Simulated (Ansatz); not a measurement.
## Worked example: the barrier

An elementary step of SiH₃SF₃, singlet (SiHF₃ ([F][SiH]([F])[F]) + H₂S → SiH₂SF₂ ([F][SiH]([F])[SH]) + HF; bonds formed: Si1–S7, F2–H6; bonds broken: Si1–F2, H6–S7). “Start” is the structure reached by relaxing down from the saddle towards the reactants; PBE0-D4/def2-TZVP structures. The saddle:

```xyz
8
angstrom
Si -0.4741 0.1138 -0.5577
F 1.2552 -0.6003 -0.7476
F -1.0575 -1.1678 -1.2834
F -1.8413 0.7735 -0.0132
H 0.0251 1.2641 -1.3196
H 1.2329 -0.7341 0.4933
S 0.1997 -0.4451 1.5934
H 0.6602 0.7960 1.8348
```

Program: Ansatz 0.2.0. Basis: def2-TZVPP and def2-QZVPP. Cores are frozen in the correlated methods.

Energies in eV:

| quantity | saddle | start |
| --- | --- | --- |
| Hartree–Fock, triple zeta (X = 3) | -26852.23285 | -26855.11063 |
| Hartree–Fock, quadruple zeta (X = 4) | -26853.18841 | -26856.09403 |
| MP2 correlation, X = 3 | -29.69108 | -28.76307 |
| MP2 correlation, X = 4 | -32.45773 | -31.48066 |
| CCSD(T) correlation, X = 3 | -31.32356 | -30.48611 |

Problem. Work out the barrier at the basis limit: extrapolate Hartree–Fock as E(X) = E∞ + A exp(−7.88 √X) and the MP2 correlation as E(X) = E∞ + B X^−2.97 (the exponents that Neese and Valeev fitted for def2-TZVPP and QZVPP), then add CCSD(T) − MP2 in triple zeta.

Solution. Each step is linear, so take the differences first (saddle − start): Hartree–Fock 2.87778 (X = 3) and 2.90562 (X = 4); MP2 correlation -0.92801 and -0.97707; CCSD(T) correlation -0.83745.
Two points give E∞ = E(4) + w [E(4) − E(3)], with w = 1/(exp(7.88 (2 − √3)) − 1) = 0.1377 for Hartree–Fock and w = 1/((4/3)^2.97 − 1) = 0.7407 for the correlation.
Hartree–Fock: 2.90562 + 0.1377 × 0.02784 = 2.9095 eV.
MP2 correlation: -0.97707 + 0.7407 × (-0.04906) = -1.0134 eV.
CCSD(T) − MP2: -0.83745 − (-0.92801) = 0.0906 eV.
Sum: 2.9095 + (-1.0134) + 0.0906 = 1.9867 eV, or 45.81 kcal/mol. Plain CCSD(T) in triple zeta gives 2.0403 eV, so the larger basis shifts the result by -0.0536 eV.

T1 diagnostic: at most 0.013.

Labels in which every atom is bracketed show which atoms are joined, not bond orders.

For scale, one of the runs: CCSD(T)/def2-TZVPP, 219 basis functions, launched by `ansatz run in.yaml --threads 4 --pin off --events-out ev --progress --plain --max-ram 9574MiB`. Hardware: 4 CPU threads of an Arm Neoverse V2, shared host. Wall time 87 s; peak host memory 3.4 GiB.
